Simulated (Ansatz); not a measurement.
Start from `[SH][Ti]([Cl])([Cl])[Cl]` and change one atom or group to get `[OH][Ti]([SH])([Cl])[Cl]`.

Ansatz, PBE0-D4/def2-TZVP geometries, multiplicity 1. Each molecule was computed in one conformer, which needn't be the lowest.

Scalar relativity is left out up to krypton.

| property | `[SH][Ti]([Cl])([Cl])[Cl]` |
| --- | --- |
| size of the dipole moment (PBE/def2-TZVPP) / D | 0.81 |
| LUMO energy (ωB97M-V/def2-TZVPP) / eV | -1.46 |
| size of the dipole moment (ωB97M-V/def2-TZVPP) / D | 0.86 |
| LUMO energy (PBE0/def2-TZVPP) / eV | -3.62 |
| HOMO energy (ωB97M-V/def2-TZVPP) / eV | -10.43 |
| zero-point energy (PBE0-D4/def2-TZVP) / kJ/mol | 34.7 |

**Question.** What does the change do to each property? (An estimate is asked.)

**Answer.** Ansatz gave: 
| property | `[OH][Ti]([SH])([Cl])[Cl]` | shift |
| --- | --- | --- |
| size of the dipole moment (PBE/def2-TZVPP) / D | 1.91 | 1.10 |
| LUMO energy (ωB97M-V/def2-TZVPP) / eV | -0.75 | 0.71 |
| size of the dipole moment (ωB97M-V/def2-TZVPP) / D | 1.97 | 1.11 |
| LUMO energy (PBE0/def2-TZVPP) / eV | -2.91 | 0.71 |
| HOMO energy (ωB97M-V/def2-TZVPP) / eV | -10.07 | 0.36 |
| zero-point energy (PBE0-D4/def2-TZVP) / kJ/mol | 64.2 | 29.5 |

With PBE0 the HOMO rises by 0.35 eV and the LUMO rises by 0.71 eV, so the gap widens by about 0.36 eV. PBE moves the HOMO by 0.35 eV and ωB97M-V by 0.36 eV. The zero-point energy changes by 29.5 kJ/mol with +3 modes. Dipoles are sizes alone; their direction can turn.
